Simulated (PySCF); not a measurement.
**Correlation energy of Ni (nickel, neutral)**

[Ar] 3d7 4s2 4p1, one real determinant (an excited configuration). All numbers are calculated (PySCF 2.14, the spin-free X2C one-electron Hamiltonian (Gaussian nucleus), in x2c-TZVPPall (6s5p4d2f1g, 64 functions)). Frozen: [Ne]; 18 electrons correlated.

| level | correlation energy (mhartree) |
| --- | --- |
| CCSD | -570.77 |
| (T) | -21.72 |
| CCSD(T) | -592.49 |

Diagnostics: T1 = 0.047, D1 = 0.2770, largest double amplitude 0.237.

Q: Is a single reference adequate?

A: Not fully. The real determinant used has ⟨L²⟩ near 14 against 20 for a pure G term, so it mixes terms. T1 exceeds 0.03, a sign that the reference determinant is poor. A double-excitation amplitude exceeds 0.15, a sign of near-degeneracy.

The basis was made for the ground configuration and has no added diffuse functions, which can raise the energy of the promoted electron.

The reference is one real determinant that mixes LS terms of this configuration.

This basis was not built for core-valence correlation, so the inner-shell part is incomplete.
